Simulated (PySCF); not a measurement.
Identify the compound

The spectra below were simulated for a compound C7H11P3.

$^{1}$H NMR (600 MHz, computed): δ 10.92 (m, 1H), 3.70 (m, 1H), 3.49 (m, 3H), 1.76 (d, 6H).

$^{13}$C{$^{1}$H} NMR (computed): δ 231.5 (C), 214.9 (C), 189.0 (CH), 47.9 (CH), 33.9 (CH3, 2C), 31.8 (CH3).

Theoretical values (PySCF): coordinates at the GFN2-xTB level, GIAO PBE0/pcSseg-1 shieldings. Non-relativistic Hamiltonian, equivalent nuclei averaged, in vacuum, single conformer.

Scale: TMS for $^{1}$H (σref 31.72), $^{13}$C (σref 186.93) (reference shieldings calculated alike).

**Question.** What is the structure?

**Answer.** 
- 6 carbon signals for 7 carbons: some carbons are equivalent by symmetry or fast rotation.
- Carbon types of the structure: 2 × C, 2 × CH, 3 × CH3, which accounts for all hydrogens.
- δC 231.5, 214.9: substituted aromatic carbon.
- δC 189.0: aromatic CH.
- δC 47.9: sp3 CH on an aromatic ring; a saturated carbon with 3 carbon neighbours and no heteroatom attached.
- δC 33.9: methyl carbon; a saturated carbon with 1 carbon neighbour and no heteroatom attached.
- δC 31.8: methyl carbon on an aromatic ring; aliphatic region, no heteroatom directly attached.
- δH 10.92: hydrogen on an aromatic CH; aromatic region.
- δH 3.49: hydrogen on a methyl carbon on an aromatic ring.

The compound is `Cc1pcpc(C(C)C)p1`.

This is the structure that produced the data.

Splittings by $^{31}$P in the carbon and heteronuclear signals aren't shown, as no couplings were computed. Shifts are as computed. Against solution values, carbons near 30 ppm lie about +3 ppm off and those near 130 ppm about +5 ppm. Of 1211 compounds with measured shifts, 218 miss one by over three times the rms of a fit or turn the order of signals round; such compounds aren't used in these exercises. Multiplicities follow the n + 1 count of equivalent neighbours, as no J values were calculated; m marks all less simple cases, F and P coupling included.
